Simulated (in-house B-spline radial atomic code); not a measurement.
Checks on a self-consistent run for Ce5+, [Kr] 4d10 5s2 (5p1/2)2 (5p3/2)3. Computed with a B-spline radial code for spherical atoms: Dirac-Hartree-Fock, average of the jj configuration, Fermi nucleus of rms radius 4.8771 fm.

```tsv
orbital	q	ε (Eh)	<1/r>	<r²>	small-component weight
1s1/2	2	-1497.12208	63.3411	0.0008206	0.046099
2s1/2	2	-245.57121	14.9521	0.0129803	0.010035
2p1/2	2	-231.36188	14.8935	0.00955783	0.01003
2p3/2	4	-214.89587	13.5007	0.0108125	0.0094309
3s1/2	2	-56.38537	5.41442	0.0878558	0.0030954
3p1/2	2	-50.34063	5.31625	0.0830231	0.003025
3p3/2	4	-47.02533	4.97216	0.0903737	0.0028647
3d3/2	4	-36.58620	4.82365	0.0740364	0.0027269
3d5/2	6	-35.88468	4.73611	0.0761201	0.0026793
4s1/2	2	-13.90315	2.22993	0.453039	0.00093803
4p1/2	2	-11.56418	2.12658	0.483671	0.00087323
4p3/2	4	-10.83233	2.01797	0.522872	0.00082415
4d3/2	4	-6.90458	1.80313	0.616818	0.00068181
4d5/2	6	-6.77257	1.77629	0.63128	0.00066837
5s1/2	2	-3.76079	0.909148	2.3524	0.00022462
5p1/2	2	-3.00404	0.831366	2.776	0.00019392
5p3/2	3	-2.88184	0.799596	2.96878	0.00018466
```

Electron-electron repulsion V_ee = 3100.6049 hartree.

(1) What total energy follows from the eigenvalues?

(2) Does the Dirac virial theorem hold?

(3) What diamagnetic shielding (Lamb formula) and susceptibility (Langevin formula) do the radii give?

Results:

(1) The eigenvalues count the repulsion twice, so E = Σqε - V_ee = -5755.593 - 3100.605 = -8856.198 hartree; the run printed -8856.198.

(2) For a point nucleus E = -2c²Σq·w, with w the small-component weight. Here Σq·w = 0.23578 and c = 137.0360, so the ratio E/(-2c²Σq·w) is 1.000085; the finite nucleus accounts for the departure from 1.

(3) σ = (α²/3)Σq<1/r> = 369.972/(3·137.036²) = 6567.2 ppm, and χ = -0.79199×10⁻⁶·Σq<r²> = -24.5×10⁻⁶ cm³/mol with Σq<r²> = 30.929 bohr². Both are non-relativistic formulas without the paramagnetism of open shells; for so heavy an element the full relativistic shielding is larger by tens of per cent.
